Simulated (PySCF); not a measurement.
Species: C6H3BrN2Se.
Z-matrix (Å and degrees, PBE0-D3(BJ)/def2-SVP geometry), rows numbered from 1:
```
Br
C   1  1.8842
C   2  1.4347  1  117.46
C   3  1.3645  2  120.92  1  -179.96
C   4  1.4293  3  119.20  2    -0.01
N   5  1.3228  4  124.68  3   179.98
Se  6  1.7763  5  106.62  4   179.97
N   7  1.7766  6   94.91  5     0.01
C   8  1.3237  7  106.65  6     0.00
C   2  1.3661  1  119.91  3  -179.99
H   3  1.0913  2  118.51  1     0.04
H   4  1.0908  3  121.72  2  -180.00
H  10  1.0898  2  122.41  1    -0.01
```

Level of theory: PySCF 2.14.0, PBE0-D3(BJ)/def2-SVP geometry optimisation, gas phase.

Masses are those of the commonest isotopes; rigid-rotor values at the optimised geometry. 

Q: What are A, B and C (MHz)?

A: Ia = 175.01, Ib = 1955.51, Ic = 2130.52 u·Å²; 505379 MHz·u·Å²/I gives A = 2888, B = 258.4, C = 237.2 MHz.

Q: Classify the top.

A: A near-prolate asymmetric top; Ray's κ = -0.984.

Q: Is it planar, by Δ = Ic − Ia − Ib?

A: Planar: Δ = Ic − Ia − Ib = 0.00 u·Å². For a rigid frame Δ = −2 Σ m c², so it vanishes when all atoms lie in the ab plane; here none is more than 0.01 Å from it.

Q: Give the coordinates in the principal-axis frame, origin at the centre of mass.

A: The sense of each axis is arbitrary; atoms in the order of the calculation.
```json
{"atom": "Br1", "mass (u)": "78.918", "a (Å)": "3.510", "b (Å)": "-0.281", "c (Å)": "0.000"}
{"atom": "C2", "mass (u)": "12.000", "a (Å)": "1.681", "b (Å)": "0.174", "c (Å)": "0.000"}
{"atom": "C3", "mass (u)": "12.000", "a (Å)": "1.347", "b (Å)": "1.569", "c (Å)": "-0.001"}
{"atom": "C4", "mass (u)": "12.000", "a (Å)": "0.045", "b (Å)": "1.978", "c (Å)": "0.000"}
{"atom": "C5", "mass (u)": "12.000", "a (Å)": "-0.994", "b (Å)": "0.996", "c (Å)": "0.000"}
{"atom": "N6", "mass (u)": "14.003", "a (Å)": "-2.288", "b (Å)": "1.270", "c (Å)": "0.001"}
{"atom": "Se7", "mass (u)": "79.917", "a (Å)": "-3.138", "b (Å)": "-0.289", "c (Å)": "0.000"}
{"atom": "N8", "mass (u)": "14.003", "a (Å)": "-1.656", "b (Å)": "-1.270", "c (Å)": "-0.001"}
{"atom": "C9", "mass (u)": "12.000", "a (Å)": "-0.640", "b (Å)": "-0.421", "c (Å)": "0.000"}
{"atom": "C10", "mass (u)": "12.000", "a (Å)": "0.734", "b (Å)": "-0.811", "c (Å)": "0.000"}
{"atom": "H11", "mass (u)": "1.008", "a (Å)": "2.158", "b (Å)": "2.299", "c (Å)": "-0.001"}
{"atom": "H12", "mass (u)": "1.008", "a (Å)": "-0.224", "b (Å)": "3.035", "c (Å)": "-0.001"}
{"atom": "H13", "mass (u)": "1.008", "a (Å)": "0.993", "b (Å)": "-1.870", "c (Å)": "0.000"}
```

Q: Predict some low-J microwave lines.

A: The dipole components are |μa| = 0.47 D, |μb| = 0.63 D, |μc| = 0.00 D; the mirror of this Cs structure is the ab plane, so μc vanishes by symmetry and there are no c-type lines. Intensities carry the squares of the components, which stand as 0.57 : 1.00 (a : b). Some lines, for components of 0.1 D or more:

```
type  branch         J(Ka,Kc)    MHz  lower level (cm⁻¹)
   a       R  3(0,3) ← 2(0,2)   1486               0.050
   a       R  3(2,2) ← 2(2,1)   1487               0.402
   a       R  5(4,2) ← 4(4,1)   2479               1.574
   a       R  5(3,2) ← 4(3,1)   2479               0.958
   a       R  5(2,3) ← 4(2,2)   2481               0.518
   a       R  5(1,4) ← 4(1,3)   2531               0.257
   b       R  3(1,3) ← 2(0,2)   4063               0.050
   b       R  2(2,1) ← 1(1,0)   8900               0.105
   b       R  3(2,1) ← 2(1,2)   9439               0.137
   b       R  4(2,2) ← 3(1,3)   9968               0.185
   b       R  5(2,3) ← 4(1,4)  10509               0.250
   b       R  5(3,3) ← 4(2,2)  15677               0.518
   b       Q  4(4,0) ← 4(3,1)  18479               0.958
   b       R  4(4,1) ← 3(3,0)  20462               0.892
   b       R  4(4,0) ← 3(3,1)  20462               0.892
   b       R  5(5,0) ← 4(4,1)  26237               1.574
```

Q: Estimate the classical rotational partition function at 10 K, 50 K and 200 K.

A: Point group Cs, symmetry number σ = 1; q = (√π/σ)·√((kT/h)³/(ABC)), k/h = 20836.6 MHz/K: 12700 at 10 K, 142000 at 50 K, 1130000 at 200 K.

No frequency check. Constants of a rigid frame at the computed geometry: no zero-point averaging, no centrifugal distortion. Quadrupole hyperfine structure (14N, 79Br) is left out.
